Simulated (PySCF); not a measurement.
A structure optimised at GFN2-xTB (Å):
```
atom  x, y, z in Å
C1     2.4172    0.5710   -0.4264
C2     1.9837   -0.6641   -0.6637
N3     0.7829   -0.9919   -1.2396
C4    -0.3614   -0.6494   -0.8611
C5    -0.7212    0.1116    0.4017
C6    -1.9891   -0.4521    1.0498
C7    -0.9207    1.4927    0.0295
N8    -1.0835    2.5797   -0.2858
H9     1.7982    1.4330   -0.6127
H10    3.4257    0.7550   -0.1034
H11    2.6308   -1.5243   -0.5421
H12   -1.1984   -0.9469   -1.4843
H13    0.1275    0.0706    1.0976
H14   -1.8342   -1.4955    1.3162
H15   -2.2350    0.1063    1.9506
H16   -2.8301   -0.3868    0.3623
```

Neutral, closed shell.

Task: Which heavy atoms are bonded, and with what formal order?

Result: C1–C2 1.33 Å (double); C2–N3 1.37 Å (single); N3–C4 1.25 Å (double); C4–C5 1.52 Å (single); C5–C6 1.53 Å (single); C5–C7 1.44 Å (single); C7–N8 1.14 Å (triple). Bonds to hydrogen (Å): C1–H9 1.08; C1–H10 1.07; C2–H11 1.08; C4–H12 1.09; C5–H13 1.10; C6–H14 1.09; C6–H15 1.09; C6–H16 1.09.

Task: Give the structure as a SMILES string.

Result: `C=C/N=C\[C@H](C)C#N`, C6H8N2. Among its features: nitrile, imine and C=C double bond.

Task: What is the point group of this geometry?

Result: C1 (no symmetry element, even within 0.4 Å).

Task: Classify the heavy atoms.

Result: C1: terminal =CH2 carbon; C2: vinylic carbon bearing nitrogen; N3: imine nitrogen; C4: imine carbon; C5: sp3 carbon next to a nitrile; C6: methyl carbon; C7: nitrile carbon; N8: nitrile nitrogen.

Task: What is the arrangement about C4?

Result: It has 3 neighbours (N3, C5, H12) and is planar (angles 127.2°, 117.1° and 115.6°, sum 360.0°, 0.01 Å off the plane of its three neighbours).

Task: What is the arrangement about C2?

Result: It has 3 neighbours (C1, N3, H11) and is planar (angles 125.6°, 121.5° and 112.4°, sum 359.5°, 0.05 Å off the plane of its three neighbours).

All values are computed, not measured.
